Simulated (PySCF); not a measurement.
Computed shifts of a molecule CH6GeO2Si, PBE/pcSseg-1 (PySCF), GIAO, gas phase, atoms alike by connectivity averaged where their shifts nearly agree, in ppm (number of nuclei): ¹³C: 10.2 (1). ²⁹Si: 17.5 (1). ¹H: 7.13 (1), 6.24 (2), 1.25 (3). References: ¹³C against TMS (σ = 182.0 ppm); ⁷³Ge against GeH4 (σ = 1614.4 ppm); ¹⁷O against H2O (σ = 334.3 ppm); ²⁹Si against TMS (σ = 335.4 ppm); ¹H against TMS (σ = 31.49 ppm), references at their B3LYP-D3(BJ)/def2-TZVP geometries, non-relativistic. Coordinates come from a PBE0-D3(BJ)/def2-SVP optimisation. Other conformers were not sampled.

Task: Identify the compound among the candidates.
A. [GeH3][SiH]1OCO1
B. O[Si@H]1O[CH2][GeH2]1
C. O=C(O)[SiH2][GeH3]
D. [CH3][GeH]1[O][SiH2][O]1

Result: D, [CH3][GeH]1[O][SiH2][O]1
